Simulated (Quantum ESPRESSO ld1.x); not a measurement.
Task: Species: Zn+. Configuration: [Ar] 3d10 4d1 (not the ground configuration). All-electron calculation, scalar-relativistic Kohn-Sham, LDA (Slater exchange, Perdew-Wang correlation), spin-polarised, spherical densities, point nucleus; open shells are filled with parallel spins first. Program: ld1.x of Quantum ESPRESSO 7.5. Some entries of the table are withheld. Estimate them.

orbital,occ.,eigenvalue (hartree),<1/r> (bohr^-1),<r^2> (bohr^2)
1s up,1,-349.945,30.18,0.003415
1s down,1,-349.945,30.18,0.003415
2s up,1,-43.0312,6.574,0.06059
2s down,1,-43.0308,6.574,0.06059
2p up,3,-37.4204,6.458,0.04830
2p down,3,-37.4201,6.458,0.04830
3s up,1,-5.28351,2.086,0.5395
3s down,1,-5.28303,2.086,0.5395
3p up,3,-3.61719,1.933,0.6041
3p down,3,-3.61671,1.933,0.6041
3d up,5,(1),1.529,1.034
3d down,5,(2),1.531,1.027
4d up,1,-0.16408,0.2382,31.74
4d down,0,-0.13964,0.2291,35.35

Result: 
(1) 3d up eigenvalue (hartree): -0.93405
(2) 3d down eigenvalue (hartree): -0.93310
